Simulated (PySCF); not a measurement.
## Simulated absorption spectrum

C₄H₁₄AlNSi₂.
SMILES with atom numbers: `[SiH3:1][N:2]([SiH3:3])[C@@H:4]1[CH2:5][CH2:6][CH2:7][AlH:8]1` (hydrogens: H9, H10, H11 on Si1; H12, H13, H14 on Si3; H15 on C4; H16, H17 on C5; H18, H19 on C6; H20, H21 on C7; H22 on Al8)

Method used: TDDFT B3LYP/def2-SVPD, vertical, gas phase, core orbitals frozen in the response (PySCF). One conformer (not necessarily the lowest) at the PBE0-D3(BJ)/def2-SVP geometry, without solvent, vibrations or thermal averaging.

Computed states:

| state | E (eV) | f |
| --- | --- | --- |
| S1 | 4.04 | 0.0023 |
| S2 | 5.04 | 0.0010 |
| S3 | 5.20 | 0.0043 |
| S4 | 5.38 | 0.0096 |
| S5 | 5.50 | 0.0035 |
| S6 | 5.57 | 0.011 |
| S7 | 5.72 | 0.0028 |
| S8 | 6.03 | 0.059 |
| S9 | 6.13 | 0.0037 |
| S10 | 6.29 | 0.0091 |

Each state is given a Gaussian of 0.5 eV full width at half maximum, with ε(max) = 2.175×10⁸ f / Δν̃ (Δν̃ the width in cm⁻¹). The width is an assumption, not a result. The curve ends short of the highest state used, and states not computed would add to its high-energy end.

Question: Give the broadened spectrum and its maxima.

Answer: 
(E (eV), ε (L mol⁻¹ cm⁻¹)): (3.29, 0), (3.40, 1), (3.50, 5), (3.60, 14), (3.71, 36), (3.81, 68), (3.92, 104), (4.02, 122), (4.13, 113), (4.23, 83), (4.33, 49), (4.44, 23), (4.54, 13), (4.65, 21), (4.75, 52), (4.85, 121), (4.96, 262), (5.06, 462), (5.17, 753), (5.27, 1041), (5.37, 1289), (5.48, 1463), (5.58, 1578), (5.69, 1842)

Maxima: 307 nm (4.04 eV), ε about 120, made up of S1 (100%) (ε in L mol⁻¹ cm⁻¹; maxima over ε = 5, shares over 10%). At its high-energy end, 5.69 eV, the curve is still rising (ε about 1800, from S6 and S8).

Question: On this curve, what absorbance would a 10⁻⁵ mol/L sample give at 365 nm over a 1 cm path?

Answer: 365 nm is 3.397 eV, where ε is about 1.2 L mol⁻¹ cm⁻¹, so A = ε c l ≈ 1.2e-05 (Beer–Lambert, with the gas-phase spectrum and the assumed width).

Question: What would ε be at 4.04 eV, the highest of these maxima, with half the width (0.25 eV)?

Answer: About 246 L mol⁻¹ cm⁻¹ against 123, a factor of about 2.00; a lone state at its own centre would give exactly 2.

Question: Coming from long wavelengths, where does ε first pass 100 L mol⁻¹ cm⁻¹?

Answer: At about 317 nm (3.91 eV), 0.13 eV below S1.

The vertical ionisation energy (ΔSCF) is 7.88 eV, 1.59 eV above S10.

The run took 8.4 min on Arm Neoverse N1, one thread, shared host with 64 logical CPUs at a one-minute load of 59, and the process peaked at 1.2 GiB of memory.
